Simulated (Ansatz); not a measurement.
Cost and result up the ladder for In(IMe)Cl3 (C₅H₈Cl₃InN₂) (19 atoms). The state is a singlet with charge 0. Geometry: PBE-D4/def2-SVP.

```xyz
19

In    0.3669   -1.6870    1.6914
C     0.0197   -0.1599    0.0748
N     0.1927   -0.2228   -1.2716
C     0.6265   -1.4174   -1.9956
C    -0.1078    0.9971   -1.8555
C    -0.4776    1.8413   -0.8361
N    -0.3925    1.1085    0.3342
C    -0.6794    1.6038    1.6813
H    -0.0952   -2.2415   -1.8431
H     0.7001   -1.1744   -3.0705
H     1.6076   -1.7598   -1.6169
H    -0.0408    1.1646   -2.9347
H    -0.7903    2.8895   -0.8535
H     0.2533    1.6121    2.2802
H    -1.1019    2.6216    1.6095
H    -1.4054    0.9239    2.1709
Cl    2.0184   -0.5977    3.0486
Cl    1.0762   -3.7004    0.6136
Cl   -1.7705   -1.8014    2.7729
```

Ansatz on 4 threads of Arm Neoverse V2 on a shared host. Times are rough, and most runs start from the orbitals of an earlier one. r2SCAN0-D4/def2-TZVP serves as the yardstick here, not as an exact answer. Differences are given only for rows in sets of like size (and for xTB, whose basis is part of the method), since another set adds its own error. Binding counts from free atoms at the same level (In doublet, C triplet, N quartet, H doublet, Cl doublet; other spins of the atoms weren't run), without zero-point energy or a counterpoise term.

In the def2 sets In takes a core potential, while STO-3G treats all electrons; there is no spin–orbit coupling. Correlated methods freeze 26 core orbitals; core or outer-core shells of In are correlated, in sets that lack core-valence functions. The rows differ in basis, and correlated rows in double-zeta sets carry the largest basis error.

Correlated methods converge slowly with the basis, most of all in double-zeta sets.

```
                          level  functions  wall time  binding energy per atom (eV)  difference from r2SCAN0-D4/def2-TZVP (eV)
                      HF/STO-3G         97      1.2 s                          3.63                                          –
                PBE-D4/def2-SVP        218      4.5 s                          4.29                                          –
                   MP2/def2-SVP        218        7 s                          3.99                                          –
               PBE0-D4/def2-SVP        218      7.5 s                          4.20                                          –
               PBE-D4/def2-TZVP        426       11 s                          4.23                                       0.20
            revPBE-D4/def2-TZVP        426       11 s                          4.12                                       0.08
            r2SCAN-D4/def2-TZVP        426       21 s                          4.11                                       0.07
           r2SCAN0-D4/def2-TZVP        426       35 s                          4.04                                       0.00
PBE0-D4/def2-TZVP (with forces)        426       39 s                          4.14                                       0.11
```
